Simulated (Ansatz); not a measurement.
Ansatz results at the PBE0-D4/def2-TZVP geometry: zero-point energy (PBE0-D4/def2-TZVP) 21.4 kJ/mol; ideal-gas entropy at 298 K and 1 bar (rigid rotor, harmonic PBE0-D4/def2-TZVP) 343 J/(mol·K); HOMO energy (ωB97M-V/def2-TZVPP) -11.80 eV.

**Question.** Which molecule gave them?
A. `[NH2][V](=[O])([OH])[OH]`
B. `[NH]=[V]([NH2])([OH])[OH]`
C. `[CH3][V](=[O])([F])[Cl]`
D. `[O]=[V]([Cl])([Cl])[Cl]`

**Answer.** D. The others give `[CH3][V](=[O])([F])[Cl]`: 112.4, 350, -11.70; `[NH]=[V]([NH2])([OH])[OH]`: 173.8, 352, -9.64; `[NH2][V](=[O])([OH])[OH]`: 145.9, 348, -10.48.
